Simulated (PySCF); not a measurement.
SMILES O=[SiH], doublet (PBE0/def2-SVP optimised geometry):

```
3

O      1.141    -0.673     0.000
Si    -0.399    -0.673     0.000
H     -1.141     0.673     0.000
```

Computed with PySCF 2.14.0 with unrestricted PBE0/def2-TZVP.

### Question
What are the frontier orbital energies (α orbitals alone; a β orbital can be the lowest empty one) and the dipole moment?

### Answer
HOMO-2 -9.57 eV, HOMO-1 -9.41 eV, HOMO -7.29 eV, LUMO -2.48 eV, LUMO+1 0.38 eV; dipole moment 3.34 D.

On the same geometry unrestricted PBE/def2-TZVP (PySCF 2.14.0) gives HOMO-2 -8.07 eV, HOMO-1 -7.97 eV, HOMO -5.97 eV, LUMO -3.32 eV, LUMO+1 -0.48 eV; dipole moment 3.00 D.

Meta-Löwdin charges at PBE0/def2-TZVP: O1 -0.68, Si2 0.75, H3 -0.06.
